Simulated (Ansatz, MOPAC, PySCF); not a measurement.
Dimer: COS (SMILES O=C=S) (first 3 atoms) with H2 (SMILES [H][H]); geometry from B3LYP-D3(BJ)/def2-TZVP.
(charge 0, multiplicity 1):
```xyz
5

O      1.429     0.605     0.111
C      0.389     0.173    -0.147
S     -1.017    -0.411    -0.495
H      0.470     0.193     3.022
H     -0.215    -0.092     2.966
```

Interaction energies are E(AB) − E(A) − E(B) at the monomers' geometry in the complex; basis-set methods are counterpoise corrected. Rows marked so take none.

Frozen-core correlation. Rows in 6-31G* carry no dispersion term and start afresh at each structure (6-31G* with six Cartesian d functions). The state reached by PM7 isn't checked; PM7 holds dispersion and hydrogen-bond terms.

Run with Ansatz (a quantum-chemistry and plane-wave program); MOPAC for PM7 (differences of heats of formation); PySCF for 6-31G* rows, M06-2X, the dispersion terms. Each number belongs to the level named beside it.

```tsv
level	interaction energy (kcal/mol)
PM7	0.08
BLYP-D3(BJ)/def2-TZVPPD	-0.36
revPBE-D4/def2-TZVPPD	-0.39
B3LYP/6-31G*	0.27
B3LYP/6-31G* (no counterpoise)	0.03
M06-2X/def2-TZVPPD	-0.41
SCS-MP2/aug-cc-pV(T+d)Z	-0.32
CCSD/aug-cc-pV(T+d)Z	-0.39
CCSD(T)/aug-cc-pV(T+d)Z	?
```

Task: Complete the blanks.

Result: 
- CCSD(T)/aug-cc-pV(T+d)Z, interaction energy (kcal/mol): -0.49
